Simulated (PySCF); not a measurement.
H10N2Si3, SMILES [SiH2]([SiH3])N[SiH2]N.

Geometry optimised at PBE0-D3(BJ)/def2-SVP. The structure was generated by enumeration, and PubChem lists no compound with its InChIKey, so it may never have been made. The values are those of a single conformer.

Level of theory: CAM-B3LYP/def2-TZVP (PySCF).

Isolated molecule, no solvent.

```yaml
total_energy: -984.11364 hartree
highest_occupied_level: -8.49 eV
lowest_empty_level: 0.93 eV
orbital_gap: 9.42 eV
dipole_moment: 1.55 D
quadrupole, principal values (traceless, Buckingham form, about the centre of nuclear charge): -6.12, -0.98, 7.10 D·Å
mean_static_polarisability: 96.5 bohr³ (14.30 Å³)
polarisability_principal_values: 81.6, 92.9, 115.1 bohr³
```
